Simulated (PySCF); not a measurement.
## Levels of Se(23+) from EOM-EA-GCCSD

Reference: closed-shell Se(24+), [Ne]; one electron is added. Calculated with PySCF 2.14, two-component X2C-1e with screened spin-orbit coupling, an uncontracted even-tempered set (18 s from 1.7 bohr⁻², ratio 2.6; 12 p from 2.2 bohr⁻², ratio 2.6; 6 d from 2.2 bohr⁻², ratio 2.8; 3 f from 60 bohr⁻², ratio 2.8); frozen 1s2; the 50 highest virtual spinors dropped; of the others 44 kept and the rest restored at second order. No Breit or QED terms. Binding energies in eV.

| level | Koopmans | second order | EOM-CCSD |
| --- | --- | --- | --- |
| 3s1/2 | 1035.7 | 1036.4 | 1036.4 |
| 3p1/2 | 983.86 | 984.64 | 984.64 |
| 3p3/2 | 973.81 | 974.57 | 974.57 |
| 3d3/2 | 904.00 | 904.55 | 904.56 |
| 3d5/2 | 902.20 | 902.73 | 902.74 |

Electric-dipole lines between these computed levels:

```tsv
lower	upper	ΔE (eV)	vacuum wavelength (nm)
3s1/2	3p1/2	51.766	23.95
3s1/2	3p3/2	61.835	20.05
3p1/2	3d3/2	80.086	15.48
3p3/2	3d3/2	70.017	17.71
3p3/2	3d5/2	71.835	17.26
```

For comparison, the ionisation energy of Se(23+) is 1036.4 eV (semi-empirical (NIST evaluation); NIST Atomic Spectra Database, ionization energies).

Only part of the computed levels is shown.
